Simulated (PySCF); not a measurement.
C2H7BrSi, SMILES CC[SiH2]Br. Heavy atoms are numbered as in [SiH2:1]([Br:2])[CH2:3][CH3:4]. Hydrogens are named by the atom that carries them.

Geometry: B3LYP-D3(BJ)/def2-SVP. The values are those of a single conformer.

The numbers are results of PBE0/def2-TZVP (PySCF), not measurements.

ESP charges are fitted to the potential on shells at 1.4 to 2.0 van der Waals radii. Atomic charges (e), one atom of each kind:

```
atom        meta-Löwdin  ESP fit  Löwdin
----------  -----------  -------  ------
Si1 (SiH2)         0.64     0.08    0.03
Br2               -0.29    -0.15     ___
C3 (CH2)          -0.44     0.04     ___
C4 (CH3)          -0.33    -0.38   -0.34
H on Si1          -0.09     0.00   -0.03
H on C3            0.13     0.05    0.15
H on C4            0.12     0.10     ___
```

### Question
Complete the blanks. (The exact figures need the calculation; the answer reports its results.)

### Answer

- Br2, Löwdin: 0.13
- C3 (CH2), Löwdin: -0.43
- H on C4, Löwdin: 0.12

### Question
Give the Mayer and Wiberg (Löwdin basis) orders of the bonds. (Estimate from the structure and the level; the computed values follow.)

### Answer

```json
[
 {"bond": "Si1–Br2", "Mayer": "1.10", "Wiberg": "1.71"},
 {"bond": "Si1–C3", "Mayer": "1.02", "Wiberg": "1.18"},
 {"bond": "C3–C4", "Mayer": "0.99", "Wiberg": "1.32"}
]
```
